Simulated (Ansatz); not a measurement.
A run on CH2FNSn (`N#[C][SnH2][F]`) with other settings.

```yaml
crystal:
  periodic: [false, false, false]
  atoms:
    - {symbol: N, position_ang: [2.046850, -1.267666, 1.073104]}
    - {symbol: C, position_ang: [1.158029, -0.706956, 0.601256]}
    - {symbol: Sn, position_ang: [-0.421771, 0.395775, -0.244986]}
    - {symbol: F, position_ang: [-1.678613, -0.947716, -0.759994]}
    - {symbol: H, position_ang: [0.106083, 1.137786, -1.669133]}
    - {symbol: H, position_ang: [-1.168477, 1.324677, 0.953754]}
basis:
  gaussian: {orbitals: def2-SVP}
total_charge: -1
magnetization: {spin_polarized: false, initial_magnetization: 1}
hamiltonian: {xc: {name: SPW92}}
accuracy: high
output: {forces: true}
```

```sh
$ ansatz run in.yaml --threads 2 --pin off --events-out ev --progress --plain --max-ram 22528MiB --backend cpu
```

Output, abridged:

```
Functional definition: SPW92
1795 factors; integrals over basis functions are off by at most 1.4e-8 eV
mean field evaluation 1: about -11048.6797 eV, gradient 4.3e1 eV
mean field evaluation 2: about -11048.6698 eV, gradient 4.3e1 eV
mean field evaluation 4: about -11052.1897 eV, gradient 2.7e1 eV
mean field evaluation 8: about -11054.0800 eV, gradient 5.2e-1 eV
mean field evaluation 16: about -11054.0787 eV, gradient 6.8e-4 eV
mean field -11054.07870139 eV, -406.2298995523 hartree, gradient 2.6e-8 eV, S^2 0.750000; 4 other end points of the search recorded, 0 dependent functions left out
reference -11054.07870465 eV, -406.2298996722 hartree; 24, 23 occupied and 54, 55 virtual orbitals, 1795 factors
Total energy: -11054.07870465 eV, -406.2298996722 hartree
Atom 0 at     2.046850    -1.267666     1.073104 Å, force     2.935160    -1.972812     1.566826 eV/Å
Atom 1 at     1.158029    -0.706956     0.601256 Å, force    -3.052505     2.136568    -1.635510 eV/Å
Atom 2 at    -0.421771     0.395775    -0.244986 Å, force     1.995469     1.374048     0.871743 eV/Å
Atom 3 at    -1.678613    -0.947716    -0.759994 Å, force    -1.797028    -1.879577    -0.739296 eV/Å
Atom 4 at     0.106083     1.137786    -1.669133 Å, force     0.069036     0.154824    -0.257396 eV/Å
Atom 5 at    -1.168477     1.324677     0.953754 Å, force    -0.150132     0.186949     0.193634 eV/Å
Dipole moment:    -0.493906     0.603384    -0.282992 e Å
```

Run time 3.8 s (2 threads of an AMD EPYC 7R13 on a shared host); peak host memory 0.27 GiB.
